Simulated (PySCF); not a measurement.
C4H6FNSi: full NMR table

```
Formula                               : C4H6FNSi
SMILES                                : C/C([SiH3])=C(\F)C#N
Point group of the computed structure : C1
Degrees of unsaturation               : 3
Carbon signals                        : 4
Proton signals                        : 2
```

Atoms are numbered as in `[CH3:1]/[C:2]([SiH3:3])=[C:4](\[F:5])[C:6]#[N:7]` (H(Xn): hydrogen on atom n).

PySCF 2.14.0 with density-fitted response routines calculation with GFN2-xTB geometry and shieldings: GIAO PBE0/pcSseg-1; no solvent, relativity neglected, fast rotation and ring inversion assumed for equivalent nuclei, a single conformation.

References, each an isolated molecule treated in the same way: 1H, 13C, 29Si against TMS; 19F against CFCl3; 15N vs NH3.

| carbon | δC, type | δH (multiplicity) | HMBC from (2–3 bonds) | span of the C tensor (ppm) |
| --- | --- | --- | --- | --- |
| C1 | 18.0, CH3 | 2.17 (s) | H(Si3) | 31 |
| C2 | 137.0, C | – | H(Si3), H(C1) | 226 |
| C4 | 145.0, C | – | H(Si3), H(C1) | 159 |
| C6 | 117.9, C | – | – | 336 |

Other nuclei:
```csv
atoms,nucleus,environment,δ (ppm),σ (ppm)
H(Si3),1H,hydrogen on a silicon bonded to C,4.33,27.38
F5,19F,vinylic fluorine,-96.7,267.6
Si3,29Si,"silicon bonded to C, 3 H",-69.3,418.4
N7,15N,nitrile nitrogen,326.4,-58.7
```

- Carbon types of the structure: 3 × C, 1 × CH3, leaving 3 H on heteroatoms.
- δC 145.0, 137.0: fully substituted alkene carbon; as expected for a trigonal carbon in a double bond.
- δC 117.9: nitrile carbon; this is the usual window of a C≡N carbon, which has no attached hydrogen.
- δC 18.0: allylic methyl carbon; aliphatic region, no heteroatom directly attached.
- δH 4.33: hydrogen on a silicon bonded to C.
- δH 2.17: hydrogen on an allylic methyl carbon; allylic position.

Splittings by 19F in the carbon and heteronuclear signals aren't shown, as no couplings were computed. Shifts are as computed. Against solution values, carbons near 30 ppm lie about +3 ppm off and those near 130 ppm about +5 ppm. Of 1309 compounds with measured shifts, 239 miss one by over three times the rms of a fit or turn the order of signals round; such compounds aren't used in these exercises. Unscaled 19F shifts against computed CFCl3 carry errors that often reach 10 to 50 ppm. Experimental scales use liquid or dissolved standards, which lie at an offset from isolated NH3 (liquid NH3: subtract about 20 ppm). Unscaled 15N shifts of sp2 nitrogen come out 20 to 40 ppm too high even then. Multiplicities follow the n + 1 count of equivalent neighbours, as no J values were calculated; m marks all less simple cases, F and P coupling included.
